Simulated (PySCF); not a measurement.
Compound: SnCl2(OSiMe3)2, C6H18Cl2O2Si2Sn.
Cartesian coordinates in Å at the PBE0-D3(BJ)/def2-SVP level; atoms count from 1:
```xyz
31
C6H18Cl2O2Si2Sn angstrom
Sn     0.2758   -0.0128    0.1933
Cl     0.3486   -0.8177    2.3851
Cl     2.4239    0.6806   -0.4071
O     -0.9345    1.4966    0.1315
Si    -1.1065    2.7574    1.2548
C     -2.2777    2.1903    2.5990
C     -1.8008    4.2013    0.2956
C      0.5746    3.1586    1.9854
H     -2.4445    2.9845    3.3443
H     -1.8662    1.3137    3.1236
H     -3.2546    1.9080    2.1769
H     -2.7578    3.9319   -0.1769
H     -1.9777    5.0618    0.9604
H     -1.1057    4.5168   -0.4972
H      0.9649    2.3146    2.5776
H      1.3119    3.3979    1.2035
H      0.5037    4.0263    2.6610
O     -0.2566   -1.4417   -0.9986
Si     0.6841   -2.7397   -1.5569
C      1.5680   -2.1881   -3.1106
C     -0.5157   -4.1326   -1.8847
C      1.9284   -3.2081   -0.2327
H      2.1795   -3.0005   -3.5347
H      2.2353   -1.3407   -2.8875
H      0.8499   -1.8641   -3.8791
H     -1.2767   -3.8288   -2.6197
H      0.0084   -5.0173   -2.2800
H     -1.0343   -4.4248   -0.9587
H      2.6589   -2.4004   -0.0630
H      1.4360   -3.4318    0.7265
H      2.4958   -4.1022   -0.5376
```

Method used: TDDFT CAM-B3LYP/def2-SVPD, vertical, gas phase, core orbitals frozen in the response, def2 core potentials past Kr in PySCF 2.14.0, density-fitted response routines. Spin–orbit coupling is left out.

Frontier orbitals with the atoms that hold most of them (Löwdin shares over 4%, at most four atoms; ? is withheld):

```
orbital  ε (eV)                               atoms
 LUMO+2    1.23      Si19 7%, Si5 7%, C21 6%, C7 6%
 LUMO+1    0.97     Sn1 21%, Cl2 7%, Cl3 7%, Si5 5%
   LUMO   -1.52   Sn1 24%, Cl2 20%, Cl3 20%, O4 14%
   HOMO   -9.67                                   ?
 HOMO-1   -9.72                                   ?
 HOMO-2   -9.82  C22 13%, C21 12%, Si19 10%, C8 10%
 HOMO-3   -9.85    C8 13%, C7 12%, C22 10%, Si5 10%
```

(1) Which atoms hold the HOMO, and with what shares?

(2) Give the leading atoms of the HOMO-1.

(3) How does S1 compare with the orbital gap of 8.15 eV?

(4) One configuration dominates each of S1 and S2. Which, and how do the shares of the two leading atoms of either orbital change from the occupied to the empty one?

## Answers

(1) C20 (bonded to Si and 3 H) 15%; C6 (bonded to Si and 3 H) 13%; O18 (bonded to Si and Sn) 13%; O4 (bonded to Si and Sn) 11%. By element: carbon 28% or more, oxygen 23%.

(2) C6 (bonded to Si and 3 H) 15%; C20 (bonded to Si and 3 H) 13%; O4 (bonded to Si and Sn) 11%; O18 (bonded to Si and Sn) 10%. By element: carbon 28% or more, oxygen 21%.

(3) S1 is at 5.25 eV (f = 0.0005), 2.91 eV below the gap, made of HOMO→LUMO (81%), HOMO-9→LUMO (9%). 

(4) 
- S1 (5.25 eV, f 0.0005), HOMO→LUMO (81%): C20 15% → at most 14%, C6 13% → at most 14%, Sn1 at most 11% → 24%, Cl2 at most 11% → 20%
- S2 (5.34 eV, f 0.019), HOMO-1→LUMO (72%): C6 15% → at most 14%, C20 13% → at most 14%, Sn1 at most 10% → 24%, Cl2 at most 10% → 20%

Löwdin shares depend on the basis, the more so with diffuse functions.

One conformer stands for the species.
